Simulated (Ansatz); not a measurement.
Consider the ligand exchange at the Si–O bond: `BOCO[SiH3]` + `C/N=C\N` → `C/N=C/N[SiH3]` + `BOCO`.

Isolated molecules relaxed with PBE0-D4/def2-TZVP in Ansatz; ΔE leaves out vibrations. CCSD(T)/CBS adds triple-zeta CCSD(T) − MP2 to the extrapolated MP2 energy (def2 sets, frozen cores). Double bonds are as drawn, so ΔE can hold a change between cis and trans. DFT in def2-TZVPP. Each species was taken in one conformer, which may not be the lowest.

`BOCO[SiH3]`:

Cartesian coordinates in Å:
```
B 2.196 0.374 0.449
O 0.875 0.629 0.421
C 0.138 0.590 -0.783
O -0.678 -0.524 -0.815
Si -1.838 -0.842 0.324
H 2.784 0.149 -0.575
H 2.729 0.396 1.518
H -0.455 1.512 -0.816
H 0.818 0.541 -1.638
H -2.559 0.416 0.661
H -1.256 -1.420 1.560
H -2.753 -1.820 -0.306
```

`C/N=C\N`:

```xyz
10

C    -0.452   -1.064   -0.756
N    -1.145   -0.065    0.018
C    -0.436    0.820    0.585
N     0.923    0.970    0.527
H    -1.172   -1.769   -1.172
H     0.108   -0.626   -1.596
H     0.263   -1.646   -0.153
H    -0.938    1.593    1.169
H     1.484    0.210    0.185
H     1.365    1.577    1.193
```

`C/N=C/N[SiH3]`:

```xyz
13

C     2.150   -0.024    0.695
N     0.741   -0.017    0.427
C     0.350    0.036   -0.774
N    -0.986    0.044   -1.058
Si   -2.137   -0.019    0.255
H     2.768    0.019   -0.215
H     2.415    0.828    1.328
H     2.421   -0.927    1.250
H     1.030    0.077   -1.636
H    -1.254    0.087   -2.025
H    -2.024    1.158    1.148
H    -3.457    0.008   -0.433
H    -2.016   -1.271    1.038
```

`BOCO`:

Cartesian coordinates in Å:
```
B 0.799 -0.161 1.348
O -0.347 -0.178 0.646
C -0.347 -0.202 -0.770
O -0.670 1.038 -1.287
H 1.855 -0.219 0.776
H 0.707 -0.099 2.538
H -1.069 -0.973 -1.062
H 0.650 -0.451 -1.141
H -1.578 1.246 -1.048
```

| level | ΔE (eV) |
| --- | --- |
| PBE-D4 | 0.15 |
| PBE0-D4 | 0.16 |
| SCS-MP2/def2-TZVPP | 0.21 |
| CCSD/CBS(def2) | 0.21 |

Question: What does CCSD(T)/CBS give? (Best estimate.)

Answer: Ansatz gave: +0.20 eV. The listed levels differ from it by -0.05, -0.04, 0.01, 0.01 eV.

Largest T1 diagnostic among the species: 0.013.

In def2-TZVPP, CCSD(T) changes the Hartree–Fock value by −0.07 eV (the triples alone add −0.01 eV) and MP2 by −0.07 eV.
